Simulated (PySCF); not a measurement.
# One molecule, several mistakes: BCH6Si2 cation

These are calculations, not measurements. The program is PySCF 2.14.0, an open-source quantum chemistry code, run on an isolated molecule that a program drew, which may never have been made. The molecule is BCH6Si2 cation (charge +1, singlet), drawn as the SMILES string `B[SiH+]C=[SiH2]`.

Each row is a Hartree-Fock (HF) and frozen-core CCSD(T) single point in the cc-pV(D+d)Z basis, meant for a local HF minimum. Run 1 is clean. Each other run has one planted mistake out of seven kinds, and not every kind appears here: one electron removed, one electron added, multiplicity raised by two, geometry at a saddle point, minimal basis STO-3G, one bond length entered in bohr, all coordinates scaled. The reference is restricted for singlets and unrestricted otherwise, and also for a bond in bohr. Adding or removing an electron swaps singlet and doublet. Electrons count all cores. HOMO and LUMO are orbital energies over both spins, the gradient is its largest component, and the lowest frequency (negative if imaginary) is given only where the gradient is small. Bond lengths are over the 9 bonds as drawn. T1 is the CCSD diagnostic: over 0.02 (restricted) or 0.045 (unrestricted) a single reference is doubtful.

Geometry of the clean run:
```xyz
10
BCH6Si2 cation, angstrom
B     0.2887    2.0889    2.9956
Si    0.0227    0.7649    1.4759
C    -1.3790    0.6839    0.4277
Si   -1.5375   -0.4761   -0.8531
H    -0.0801    1.7954    4.0894
H     0.8170    3.1319    2.7682
H     1.0852   -0.2197    1.2146
H    -2.1923    1.3894    0.5791
H    -2.7118   -0.5350   -1.7231
H    -0.4790   -1.4543   -1.1104
```

| run | electrons | basis functions | <S^2> | HOMO (eV) | LUMO (eV) | gradient (hartree/bohr) | lowest frequency (cm^-1) | mean bond (Å) | longest bond (Å) | T1 | HF (hartree) | CCSD(T) (hartree) | mistake |
|---|---|---|---|---|---|---|---|---|---|---|---|---|---|
| 1 | 44 | 104 | 0.000 | -14.66 | -4.37 | 1.4e-05 | 99 | 1.4876 | 2.033 | 0.0139 | -643.60042 | -644.05449 | no fault |
| 2 | 44 | 104 | 0.000 | -15.45 | -4.18 | 4.5e-02 | - | 1.3954 | 1.907 | 0.0125 | -643.55836 | -644.00397 | all coordinates scaled |
| 3 | 44 | 104 | 0.864 | -14.66 | -4.67 | 1.1e-02 | - | 1.6322 | 2.764 | 0.0419 | -643.48681 | -643.92909 | one bond length entered in bohr |
| 4 | 44 | 104 | 0.000 | -14.67 | -5.08 | 5.3e-05 | -140 | 1.4901 | 2.057 | 0.0140 | -643.59761 | -644.05194 | ? |

**Which mistake was planted in run 4, and what did it cost?**

The gradient is small, so the point is stationary, but the lowest frequency is imaginary (-140 cm^-1). So the mistake is: geometry at a saddle point. Subtracting run 1 and multiplying by 627.51 kcal/mol a hartree, the energy moved by 1.8 kcal/mol in HF and 1.6 kcal/mol in CCSD(T).

